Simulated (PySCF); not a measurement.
I₃, charge -1. Atoms are numbered in the order given.

```xyz
3

I      0.0000     0.0000    -2.9573
I      0.0000     0.0000     0.0000
I      0.0000     0.0000     2.9573
```
Charge -1, spin multiplicity 1.

Coordinates come from a PBE0-D3(BJ)/def2-SVPD optimisation. The def2 effective core potentials stand for the cores of I; spin–orbit coupling is left out.

Level of theory: PBE0-D3(BJ)/def2-SVPD (PySCF).

Frequencies are harmonic and unscaled.

Modes within 1.5 cm⁻¹ of each other (mostly degenerate sets) share a row, with their intensities summed.

Computed vibrational spectrum:
```csv
mode,ν (cm⁻¹),IR (km/mol),Raman (Å⁴/amu),depolarisation,moving atoms (share of kinetic energy)
1–2,57,0.1,0.0,–,I 100 %
3,111,0.0,47.3,0.26,I 100 %
4,141,113.0,0.0,–,I 100 %
```
